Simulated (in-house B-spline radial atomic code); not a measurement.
A fraction x of an electron is removed from 5s in neutral molybdenum, starting from [Kr] 4d5 5s1 and keeping the highest spin. Level of theory: scalar-relativistic (X2C) OLYP, spin-polarised, spherical fractional occupations, Fermi nucleus of rms radius 4.4091 fm; calculated with a B-spline radial code for spherical atoms.

```tsv
x	E(x) - E(0) (eV)	5s up level (eV)
0	0.0000	-4.241
0.03	0.1296	-4.402
0.13	0.5969	-4.944
0.29	1.4579	-5.822
0.5	2.8036	-6.998
0.56	3.2336	-7.338
0.72	4.4811	-8.258
0.76	4.8161	-8.492
0.89	5.9698	-9.260
1	7.0248	-
```

The exact functional would give a straight line between the two integer points. Deviations E(x) - E(0) - x[E(1) - E(0)], in eV: -0.081 at x = 0.03, -0.316 at x = 0.13, -0.579 at x = 0.29, -0.709 at x = 0.5, -0.7 at x = 0.56, -0.577 at x = 0.72, -0.523 at x = 0.76, -0.282 at x = 0.89.

The curve lies below the straight line by up to 0.709 eV (at x = 0.5): convex, the delocalisation error that favours fractional charges.

(1) How well does Slater's transition state (minus the level at half occupation) give the ionisation energy?

Answers

(1) It gives 6.998 eV against 7.025 eV from the two total energies; NIST lists 7.09 eV, ground level to ground level.
